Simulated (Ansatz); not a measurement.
TiF3 (the lowest doublet isomer of a short search) was relaxed with PBE0-D4 (def2-TZVP, def2-TZVPD) in Ansatz in these states: charge +1 singlet, charge -1 singlet, neutral doublet, neutral quartet. The geometries follow in no particular order.

A:

```xyz
4

Ti   -0.003    0.000    0.004
F     1.261   -0.870    0.885
F    -1.230   -0.899   -0.900
F    -0.028    1.769    0.011
```

B:

```xyz
4

Ti   -0.175   -0.232    0.293
F     0.140    0.179   -1.624
F    -0.945   -1.240    1.569
F     0.980    1.292   -0.239
```

C:

```tsv
atom	x (Å)	y (Å)	z (Å)
Ti1	0.001	0.002	0.002
F2	0.390	1.138	-1.368
F3	1.215	-1.257	0.514
F4	-1.606	0.117	0.852
```

D:

Cartesian coordinates in Å:
```
Ti -0.094 -0.287 -0.182
F 0.454 0.831 -1.320
F -1.482 0.235 0.623
F 1.122 -0.779 0.879
```

**Question.** Judge from the bond lengths which geometry belongs to which state (an estimate).

**Answer.** A is the neutral doublet (Ti1–F2 1.769 Å, Ti1–F4 1.769 Å, Ti1–F3 1.769 Å); B is the neutral quartet (Ti1–F2 1.985 Å, Ti1–F4 1.985 Å, Ti1–F3 1.799 Å); C is the charge -1 singlet (Ti1–F2 1.822 Å, Ti1–F4 1.822 Å, Ti1–F3 1.822 Å); D is the charge +1 singlet (Ti1–F2 1.687 Å, Ti1–F4 1.687 Å, Ti1–F3 1.687 Å).

At PBE0-D4/def2-TZVPD the highest occupied level of the relaxed charge -1 singlet lies above zero (up to 0.68 eV). By energy differences its removal costs 0.81 eV (each at its own geometry, to the charge 0 doublet, at PBE0-D4/def2-TZVPD); the vertical value is larger still, so the positive level points to self-interaction error. At PBE0-D4/def2-TZVP a doublet lies 5.38 eV below the neutral quartet. In the quartet, F2 and F4 lie 1.97 Å apart (atoms count from 1), so these atoms are partly bonded to each other. These are the stationary points nearest to one start from a short search; other shapes may lie lower in each state.
